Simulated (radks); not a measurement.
The numbers below are computed, except where a source is named.
The nuclear charge of the rubidium ion Rb2+ is varied continuously with 35 electrons held in [Ar] 3d10 4s2 4p5. Level of theory: Dirac Kohn-Sham, LDA (Slater exchange, Perdew-Wang correlation), spin-unpolarised, spherical densities, finite nucleus; open shells are shared between the two j in proportion to 2j + 1; Fermi nuclear charge, rms radius 4.2036 fm (a radial shooting solver on a logarithmic mesh with Libxc functionals). By the Hellmann-Feynman theorem dE/dZ = E(electron-nucleus)/Z, the electronic potential at the nucleus (averaged over a nucleus of fixed radius).

Z     E (hartree)  E(electron-nucleus)/Z (hartree)   HOMO  e(HOMO) (eV)  <r> HOMO (bohr)
36.5  -2880.72917                         -190.195  4p3/2       -26.221            1.735
36.6  -2899.78345                         -190.891  4p3/2       -27.644            1.716
36.7  -2918.90737                         -191.587  4p3/2       -29.090            1.698
36.8  -2938.10094                         -192.284  4p3/2       -30.559            1.680
36.9  -2957.36417                         -192.981  4p3/2       -32.051            1.663
37    -2976.69706                         -193.677  4p3/2       -33.564            1.646
37.1  -2996.09963                         -194.374  4p3/2       -35.100            1.630
37.2  -3015.57187                         -195.071  4p3/2       -36.658            1.614
37.3  -3035.11380                         -195.768  4p3/2       -38.238            1.598
37.4  -3054.72544                         -196.465  4p3/2       -39.840            1.583
37.5  -3074.40678                         -197.162  4p3/2       -41.463            1.568
37.6  -3094.15785                         -197.859  4p3/2       -43.107            1.554
37.7  -3113.97866                         -198.557  4p3/2       -44.773            1.540
37.8  -3133.86922                         -199.254  4p3/2       -46.460            1.526
37.9  -3153.82954                         -199.952  4p3/2       -48.168            1.513
38    -3173.85964                         -200.650  4p3/2       -49.897            1.500

The central difference of E at Z = 37 is -193.677 hartree, to compare with the third column; the second derivative is -6.97 hartree.
